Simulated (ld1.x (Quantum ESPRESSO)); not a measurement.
**How hard is this platinum (Pt) ultrasoft potential?**

* Element: Pt (Z = 78)
* Generator: ld1.x (Quantum ESPRESSO) 7.5
* Type: ultrasoft
* Functional: PW91
* Relativity: scalar-relativistic
* Frozen core: [Kr] 4d10 4f14
* Valence charge: 18
* Reference configuration: 5s2 5p6 5d9 6s1 6p0
* Partial waves: 5s (bound): rcut 1.68, rcutus 1.86 bohr; 6s (bound): rcut 1.68, rcutus 1.86 bohr; 5p (bound): rcut 2.32, rcutus 2.84 bohr; 6p (bound, empty): rcut 2.32, rcutus 2.84 bohr; 5d (bound): rcut 1.48, rcutus 1.92 bohr; 5d channel at -0.1 Ry: rcut 1.48, rcutus 1.92 bohr
* Local potential: all-electron potential smoothed inside 2.76 bohr (lloc = -1)
* Core correction: none
* Augmentation charge: PSQ, inside the norm-conserving radii

The pseudo-atom Hamiltonian at the reference potential is diagonalised in spherical Bessel functions j_l(qr) that vanish at 20 bohr, with q² up to the cutoff. All-electron valence levels (Ry): 5s -7.4915, 6s -0.4211, 5p -4.1228, 6p -0.0670, 5d -0.4558.

Task: How do the lowest levels (Ry) of each channel move with the cutoff, and are there ghosts?

Result:

```csv
cutoff (Ry),s #1,s #2,p #1,p #2,d #1,f #1,Σ f·Δε (mRy)
8,-7.3469,-0.2514,-4.1180,-0.0670,0.0164,0.1188,4738.0
12,-7.4681,-0.2956,-4.1226,-0.0671,-0.1964,0.1188,2508.7
18,-7.4904,-0.3678,-4.1228,-0.0671,-0.4061,0.1188,503.7
25,-7.4907,-0.4112,-4.1228,-0.0671,-0.4504,0.1188,60.3
30,-7.4912,-0.4198,-4.1228,-0.0671,-0.4551,0.1188,8.7
40,-7.4914,-0.4208,-4.1228,-0.0671,-0.4555,0.1188,3.9
50,-7.4915,-0.4212,-4.1228,-0.0671,-0.4558,0.1188,0.7
60,-7.4915,-0.4212,-4.1228,-0.0671,-0.4558,0.1188,0.6
400,-7.4915,-0.4213,-4.1228,-0.0671,-0.4558,0.1188,0.0
```

Result: no extra level below or beside the all-electron valence levels (s, p, d, f tested); 10 mRy is reached at 30 Ry and 1 mRy at 50 Ry.

Test run stopped at test 1 of 7 (negative rho).
